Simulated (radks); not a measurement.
Dipole-allowed excitations along the series with 46 electrons in [Kr] 4d10. Calculated with a radial shooting solver on a logarithmic mesh with Libxc functionals: scalar-relativistic Kohn-Sham, exchange-only LDA, spin-unpolarised, spherical densities, finite nucleus; Fermi nuclear charge, rms radius of each element as measured or else 0.836 A^(1/3) + 0.57 fm. Time-dependent linear response with the Hartree and adiabatic exchange-only LDA kernel, continuum included through the Sternheimer equations, no spin-orbit coupling, so fine structure and intercombination lines are absent. Lines are the poles of the dipole polarisability below minus the highest occupied eigenvalue, found on a grid refined at the orbital gaps; the lowest seven at most are given, and weak or close lines can be missed. The first line takes the name of the lowest orbital gap if no other gap lies below it; otherwise a line is named after a gap within 0.6 % of it, if that gap stands alone.

| species | -e(HOMO) (eV) | lowest orbital gap (eV) | first line (eV) | f | strongest line (eV) | its f | static alpha (bohr^3) |
|---|---|---|---|---|---|---|---|
| Sb5+ | 87.961 | 4d-5p 39.614 | 40.580 (4d-5p) | 0.918 | 64.482 (unassigned) | 2.31 | 1.796 |
| Te6+ | 111.94 | 4d-5p 49.177 | 49.937 (4d-5p) | 0.0724 | 77.005 (unassigned) | 3.93 | 1.365 |

Estimate the first line of I7+, its oscillator strength and the static polarisability.

Answer. 60.539 eV (4d-5p), f = 0.973, alpha = 1.072 bohr^3.
